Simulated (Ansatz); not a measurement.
Born–Oppenheimer molecular dynamics of H₆OW (8 atoms, charge 0, multiplicity 1). It starts from a relaxed structure.

Level of theory: Ansatz, RKS PBE-D4/def2-SVP.

```
ensemble        : NVT, Langevin thermostat
time step       : 0.5 fs
steps asked     : 150
set temperature : 200 K
friction        : 0.02 /fs
seed            : 449600
```

First frame:

```xyz
8
Properties=species:S:1:pos:R:3
W -0.244 0.177 -0.222
H -0.057 -0.717 1.172
H 1.152 0.402 0.713
H 0.443 1.748 -0.244
O -2.035 0.240 0.343
H -2.443 -0.154 1.136
H 0.794 -1.163 -0.242
H -0.107 -0.660 -1.713
```

Question: How far do the bonds stretch over the last three quarters of this one trajectory? (Pairs bonded in most of those frames.)

Answer: 
```json
{"bond": "W1–H2", "mean (Å)": "1.669", "spread (Å)": "0.042", "shortest": "1.59", "longest": "1.77"}
{"bond": "W1–H3", "mean (Å)": "1.715", "spread (Å)": "0.055", "shortest": "1.62", "longest": "1.80"}
{"bond": "W1–H4", "mean (Å)": "1.722", "spread (Å)": "0.028", "shortest": "1.66", "longest": "1.78"}
{"bond": "W1–O5", "mean (Å)": "1.879", "spread (Å)": "0.021", "shortest": "1.84", "longest": "1.91"}
{"bond": "W1–H7", "mean (Å)": "1.693", "spread (Å)": "0.032", "shortest": "1.63", "longest": "1.74"}
{"bond": "W1–H8", "mean (Å)": "1.733", "spread (Å)": "0.079", "shortest": "1.60", "longest": "1.87"}
{"bond": "O5–H6", "mean (Å)": "0.977", "spread (Å)": "0.019", "shortest": "0.94", "longest": "1.02"}
```

Mean temperature of the second half: 213 K. A run of 0.075 ps of so small a system gives no equilibrium averages.

Time of the run: 4.2 min on 1 thread of Intel(R) Xeon(R) 6975P-C (Granite Rapids), on a shared host, peak memory 0.15 GiB.
